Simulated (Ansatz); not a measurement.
Single points on MnF₃.

```yaml
crystal:
  periodic: [false, false, false]
  atoms:
    - {symbol: Mn, position_ang: [-0.194780, 0.003047, -0.000946]}
    - {symbol: F, position_ang: [1.526731, -0.024159, 0.007301]}
    - {symbol: F, position_ang: [-0.639085, 1.692443, -0.014335]}
    - {symbol: F, position_ang: [-0.692866, -1.671331, 0.007971]}
basis:
  gaussian: {orbitals: def2-TZVP, initial_orbitals: start.molden}
magnetization: {spin_polarized: true, initial_magnetization: 4}
hamiltonian: {xc: {name: PBE-QIDH}}
scf: {omitted_lower_state_checks: [starts]}
```

The file start.molden holds the orbitals of an earlier run on this structure, at another level or in another basis.

```sh
$ ansatz run in.yaml --threads 2 --pin off --events-out ev --progress --plain --max-ram 4352MiB
```

Shortened log:

```
Functional definition: PBE-QIDH
  name "PBE-QIDH"
  cite "Brémond, Sancho-García, Pérez-Jiménez & Adamo, J. Chem. Phys. 141, 031101 (2014) doi:10.1063/1.4890314"
  cite "Perdew, Burke & Ernzerhof, Phys. Rev. Lett. 77, 3865 (1996) doi:10.1103/PhysRevLett.77.3865"
  parameter a = 3^(-1/3)
  parameter c = 1/3
  exchange = (1 - a)*pbe_x + a*exact_x
  correlation = (1 - c)*pbe_c + c*(mp2_os + mp2_ss)
these checks for a lower state are left out or cut short: starts
1043 factors; integrals over basis functions are off by at most 7.3e-4 eV
mean field evaluation 1: about -39445.8567 eV, gradient 1.5e1 eV
mean field evaluation 2: about -39446.6263 eV, gradient 1.2e0 eV
mean field evaluation 4: about -39446.6499 eV, gradient 6.8e-2 eV
mean field evaluation 8: about -39446.6499 eV, gradient 3.0e-6 eV
mean field -39446.64992604 eV, -1449.6376468823 hartree, gradient 3.0e-6 eV, S^2 6.034856; 0 other end points of the search recorded, 0 dependent functions left out
8 core orbitals not correlated: weight in the atoms' cores, before any rotation towards them, 1.000 or more for the frozen orbitals, at most 0.000 for the correlated occupied ones
reference -39446.64993933 eV, -1449.6376473706 hartree; 20, 16 occupied and 110, 114 virtual orbitals, 1043 factors
second order -35.61916609 eV of doubles, -0.00000000 eV of singles
Total energy: -39458.52299469 eV, -1450.0739741073 hartree
Checks for a lower state left out: starts
```

Run time 3.3 s (2 threads of Intel Xeon 6975P-C on a shared host).

The first input with `hamiltonian: {xc: hf}`, `output: {orbitals: {seedname: orbitals}}` (abridged; 4.2 s):

```
Functional definition: HF
mean field -39411.42856470 eV, -1448.3432857270 hartree, gradient 1.5e-5 eV, S^2 6.025702
Total energy: -39411.42856470 eV, -1448.3432857270 hartree
Checks for a lower state left out: starts
```

The first input with `hamiltonian: {xc: {name: B97M-V}}`, `output: {orbitals: {seedname: orbitals}}` (abridged; 4.6 s):

```
Functional definition: B97M-V
mean field -39467.68175735 eV, -1450.4105524272 hartree, gradient 1.3e-5 eV, S^2 6.042345
Total energy: -39467.68181487 eV, -1450.4105545408 hartree
Checks for a lower state left out: starts
```

As the first input, with `hamiltonian: {xc: lda}`, `output: {orbitals: {seedname: orbitals}}` (abridged; 0.85 s):

```
Functional definition: SPW92
mean field -39362.43327204 eV, -1446.5427419318 hartree, gradient 1.8e-5 eV, S^2 6.025297
Total energy: -39362.43331023 eV, -1446.5427433355 hartree
Checks for a lower state left out: starts
```

As the first input, with `gaussian: {orbitals: "def2-QZVPP.json", initial_orbitals: start.molden}`, `hamiltonian: {xc: pbe0, dispersion: d4}`, `output: {orbitals: {seedname: orbitals}}` (abridged; 9 s):

```
Functional definition: PBE0
mean field -39465.33369098 eV, -1450.3242625795 hartree, gradient 1.8e-5 eV, S^2 6.032189
Total energy: -39465.37799602 eV, -1450.3258907596 hartree
Checks for a lower state left out: starts
```

As the first input, with `hamiltonian: {xc: pbe, dispersion: d4}`, `output: {orbitals: {seedname: orbitals}}` (abridged; 1.5 s):

```
Functional definition: PBE
mean field -39464.16081274 eV, -1450.2811600992 hartree, gradient 1.1e-5 eV, S^2 6.024557
Total energy: -39464.21390508 eV, -1450.2831112069 hartree
Checks for a lower state left out: starts
```

The first input with `hamiltonian: {xc: {name: B2PLYP}}` (abridged; 3.6 s):

```
Functional definition: B2PLYP
mean field -39457.50853717 eV, -1450.0366934812 hartree, gradient 2.4e-6 eV, S^2 6.034147
8 core orbitals not correlated: weight in the atoms' cores, before any rotation towards them, 1.000 or more for the frozen orbitals, at most 0.000 for the correlated occupied ones
second order -38.86873416 eV of doubles, -0.00000000 eV of singles
Total energy: -39468.00322840 eV, -1450.4223662704 hartree
Checks for a lower state left out: starts
```

Geometry: r2SCAN-D4/def2-TZVP.

Correlated methods freeze 8 core orbitals; core or outer-core shells of Mn are correlated, in sets that lack core-valence functions.
